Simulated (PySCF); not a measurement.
**TiH₄ + Cl₂ → TiH₂ + 2 HCl**

Level: PBE0 in the def2-TZVP basis family, all electrons, no relativity, computed in PySCF with density fitting; open shells unrestricted.

```csv
species,state and structure,E (Eh),ZPE (kJ/mol),H(298 K) − H(0) (kJ/mol),S° (J/(mol K))
TiH₄,"singlet, Td, Ti–H 1.693 Å (×4)",-851.52217,58.5,12.5,223.2
Cl₂,"singlet, D∞h, Cl–Cl 1.982 Å",-920.08940,3.5,9.1,222.5
TiH₂,"triplet, C2v, Ti–H 1.757 Å (×2); H–Ti–H 122.2°",-850.34086,22.5,10.4,227.1
HCl,"singlet, C∞v, H–Cl 1.279 Å",-460.66440,17.9,8.7,186.6
```

**Question.** What is the electronic reaction energy?

**Answer.** At PBE0/def2-TZVP, ΔE = -152.5 kJ/mol from the differences of the total energies times 2625.5, downhill. 

**Question.** Add zero-point, thermal and entropy terms for 298.15 K and 1 bar.

**Answer.** ΔZPE = -3.7 and Δ[H(298) − H(0)] = 6.2 kJ/mol give ΔH° = -150.0 kJ/mol. ΔS° = 154.6 J/(mol K), so ΔG° = -150.0 − 298.15 × (0.1546) = -196 kJ/mol.

Open d or f shells are single determinants, so the state found may not be the ground state. Only the bonding shown was studied: isomers, or loss of a ligand pair, can lie lower.
